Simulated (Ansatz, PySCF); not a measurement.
TaCl4, SMILES [Cl][Ta+]([Cl])([Cl])[Cl], charge +1, multiplicity 1. Atoms are numbered in the order given.

```xyz
5

Ta     0.0000     0.0000     0.0000
Cl     1.2809     1.2809    -1.2809
Cl    -1.2809     1.2809     1.2809
Cl    -1.2809    -1.2809    -1.2809
Cl     1.2809    -1.2809     1.2809
```
Charge +1, spin multiplicity 1.

Geometry optimised at PBE0-D3(BJ)/def2-SVP. The spin state was assumed, not searched. The isomer is the one that the SMILES or the coordinates give; other isomers of the formula were not compared. The def2 effective core potentials stand for the cores of Ta; spin–orbit coupling is left out.

Two levels are set side by side: PBE-D3(BJ)/def2-SVP (Ansatz, a quantum-chemistry and plane-wave program) and PBE0-D3(BJ)/def2-SVP (Ansatz). Each level has its own optimised geometry; the coordinates shown are those of the second. Frequencies come from the Hessian of PySCF at each geometry. Differences are taken from unrounded values.

```json
[
 {"quantity": "mean bond length (Å)", "PBE0-D3(BJ)": "2.219"},
 {"quantity": "bond Ta1–Cl2 (Å)", "PBE0-D3(BJ)": "2.219"},
 {"quantity": "bond Ta1–Cl3 (Å)", "PBE0-D3(BJ)": "2.219"},
 {"quantity": "bond Ta1–Cl4 (Å)", "PBE0-D3(BJ)": "2.219"},
 {"quantity": "bond Ta1–Cl5 (Å)", "PBE0-D3(BJ)": "2.219"},
 {"quantity": "highest harmonic wavenumber (cm⁻¹)", "PBE0-D3(BJ)": "465"},
 {"quantity": "mean harmonic wavenumber (cm⁻¹)", "PBE0-D3(BJ)": "268"},
 {"quantity": "zero-point energy (kcal/mol)", "PBE0-D3(BJ)": "3.45"}
]
```

Q: What does PBE-D3(BJ) give, and how far is it from PBE0-D3(BJ)? (The exact figures need the calculation; the answer reports its results.)

A: 
```json
[
 {"quantity": "mean bond length (Å)", "PBE-D3(BJ)": "2.235", "PBE-D3(BJ) minus PBE0-D3(BJ)": "0.017"},
 {"quantity": "bond Ta1–Cl2 (Å)", "PBE-D3(BJ)": "2.235", "PBE-D3(BJ) minus PBE0-D3(BJ)": "0.017"},
 {"quantity": "bond Ta1–Cl3 (Å)", "PBE-D3(BJ)": "2.235", "PBE-D3(BJ) minus PBE0-D3(BJ)": "0.017"},
 {"quantity": "bond Ta1–Cl4 (Å)", "PBE-D3(BJ)": "2.235", "PBE-D3(BJ) minus PBE0-D3(BJ)": "0.017"},
 {"quantity": "bond Ta1–Cl5 (Å)", "PBE-D3(BJ)": "2.235", "PBE-D3(BJ) minus PBE0-D3(BJ)": "0.017"},
 {"quantity": "highest harmonic wavenumber (cm⁻¹)", "PBE-D3(BJ)": "447", "PBE-D3(BJ) minus PBE0-D3(BJ)": "-17"},
 {"quantity": "mean harmonic wavenumber (cm⁻¹)", "PBE-D3(BJ)": "258", "PBE-D3(BJ) minus PBE0-D3(BJ)": "-10"},
 {"quantity": "zero-point energy (kcal/mol)", "PBE-D3(BJ)": "3.32", "PBE-D3(BJ) minus PBE0-D3(BJ)": "-0.13"}
]
```

GGA bonds tend to be longer and softer than those of functionals with exact exchange. Differences between two approximate levels are no errors against the true value.
